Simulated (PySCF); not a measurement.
SnCl4, optimised at PBE/def2-SVP:

```xyz
5

Sn    -0.0149     0.0092    -0.0168
Cl    -0.0153     0.9341    -2.1698
Cl    -0.0214    -2.3289    -0.1713
Cl     1.9016     0.7108     1.1346
Cl    -1.9244     0.7211     1.1399
```

Computed with PySCF (xtb for GFN2) and rigid-rotor harmonic-oscillator thermochemistry at 1 bar. All species are closed-shell singlets. Sn: scalar-relativistic def2 core potential, no spin-orbit coupling.

Task: List the harmonic frequencies (cm⁻¹, unscaled) at this level and at the other levels, each on its own geometry.

Result: 
- PBE/def2-SVP: 90, 90, 118, 118, 118, 334, 385, 385, 385
- GFN2-xTB: 83, 83, 97, 97, 97, 251, 320, 320, 320
- PBE0/def2-TZVP: 94, 94, 124, 125, 125, 365, 404, 404, 404
